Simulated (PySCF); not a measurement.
Gas-phase reaction: Ga₂H₆ + 2 Cl₂ ⇌ 2 GaHCl₂ + 2 H₂

Method: PySCF energies plus ideal-gas RRHO corrections (1 bar). † marks an energy on the PBE0/def2-TZVP geometry and frequencies; other levels use their own. CCSD(T) freezes the core. 6-31G* has spherical d functions here. All species are closed-shell singlets. B3LYP is the form with VWN-RPA correlation. Ga: all electrons, no relativistic terms. Ga₂H₆, GaHCl₂: computed as isolated molecules; such fragments, hydroxides, amides, oligomers or adducts are transient or little studied in the gas. CCSD(T) isn't extrapolated to the basis-set limit; its ΔH°(298 K) is -749.4 kJ in def2-SVP and -703.5 kJ in def2-TZVPP. The harmonic model lacks anharmonicity and excited electronic states, which grow with temperature; levels with a mode under 35 cm⁻¹ are left out.

| level | ΔE electronic, kJ | ΔH°(298 K), kJ | ΔS°(298 K), J/K | ΔG°(600 K), kJ |
|---|---|---|---|---|
| B3LYP/6-31G* | -717 | -720 | 117 | -793 |
| B3LYP/def2-TZVP† | -685 | -692 | 119 | -766 |
| BLYP/def2-TZVP† | -668 | -675 | 119 | -749 |
| CCSD(T)/def2-SVP† | -742 | -749 | 119 | -824 |
| M06-2X/def2-TZVP† | -734 | -741 | 119 | -815 |
| PBE0/def2-QZVP† | -669 | -676 | 119 | -750 |
| PBE0/def2-SVP† | -715 | -722 | 119 | -796 |
| PBE0/def2-TZVP | -676 | -683 | 119 | -757 |
| r2SCAN/def2-TZVP† | -696 | -703 | 119 | -777 |
| LDA/def2-TZVP† | -606 | -612 | 119 | -687 |
ΔH° is lowest at CCSD(T)/def2-SVP† and highest at LDA/def2-TZVP†. No reference value is set beside these.
